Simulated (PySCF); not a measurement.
These are PBE0-D4/def2-TZVP in PySCF 2.14.0 values and carry that method's errors. All species are isolated molecules in the gas phase. Delta-SCF ions had no search for a lower state. Excitations are Tamm–Dancoff values on a coarser integration grid. The basis has no diffuse functions, so Rydberg states are missing or too high.

Reference species (SMILES): `[SiH3][Al]([SiH3])[SiH3]` (neutral, multiplicity 1).

| Item | Value |
|---|---|
| S1–T1 gap (TDA) | 0.59 eV |
| vertical ionisation energy (Delta-SCF) | 8.98 eV |

Changed species: `[SiH3][Al]([SiH3])[F]` (2 of 3 F replaced by SiH3; the reference has 3 of 3 F replaced by SiH3).

**Question.** Give the shifts of the S1–T1 gap (TDA) and vertical ionisation energy (Delta-SCF).

**Answer.** the S1–T1 gap (TDA) rises by 0.11 eV, to 0.70 eV; the vertical ionisation energy (Delta-SCF) increases by 0.18 eV, to 9.16 eV.
